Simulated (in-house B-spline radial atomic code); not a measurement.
Results of a calculation; reference values are marked as such.
# Extrapolating the RPA correlation energy in partial waves: Tc II (Tc+)

All-electron RPA on PBE orbitals from a B-spline radial code for spherical atoms, scalar-relativistic (spin-free one-electron X2C), finite nucleus, configuration [Kr] 4d5 5s1, highest spin. RPA overbinds a lone outer s electron by self-correlation, and G0W0 tends to as well. With empty states up to angular momentum L the sums are:

```
L  E_c(L) (hartree)
4         -2.721365
5         -2.915439
6         -3.009279
7         -3.058686
```

For large l each further wave adds A/(l + 1/2)⁴, because the basis must build the cusp where two electrons meet.

Problem. Estimate the limit from L = 6 and L = 7.

Solution. Wave 7 adds -0.049407, against a sum of (l + 1/2)⁻⁴ of 3.16049e-04, so A = -156.33. The sum over l > 7 is ζ(4, 8.5) = 6.4602e-04, close to 1/(3 × 8³) = 6.5104e-04. The tail is -0.100991 and the limit -3.15968 hartree.

Problem. How good is the estimate?

Solution. A run to L = 11 sums to -3.11850 and extrapolates to -3.14073 hartree, 1.70 millihartree from the run before, so it has not settled and is itself too deep. The estimate differs from that by -18.95 millihartree, while the bare sum at L = 7 misses 82.0 millihartree (2.6 %).
